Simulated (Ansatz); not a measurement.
Basis-set extrapolation for CH₇AlClNSi (PBE0-D4/def2-TZVP geometry, frozen core, Ansatz 0.2.0). Multiplicity 1, RHF reference.

|  | def2-TZVPP | def2-QZVPP |
| --- | --- | --- |
| HF | -1086.858766 | -1086.892348 |
| MP2 correlation | -0.785855 | -0.847487 |
| CCSD(T) correlation | -0.880097 | not run |

Energies in hartree. Use E(X) = E(∞) + A·exp(−7.88·√X) for Hartree–Fock and E(X) = E(∞) + B·X^(−2.97) for correlation, with X = 3 and 4, and add CCSD(T) minus MP2 of the smaller set to the MP2 limit.

What is the CCSD(T) energy at the basis-set limit?

HF limit: -1086.892348 + (-0.033582) × 0.13774 = -1086.89697. MP2 limit: -0.847487 + (-0.061632) × 0.74074 = -0.89314. Higher-order term: -0.880097 − (-0.785855) = -0.09424. Total: -1087.88435 hartree, 382.0 kJ/mol below CCSD(T)/def2-TZVPP.
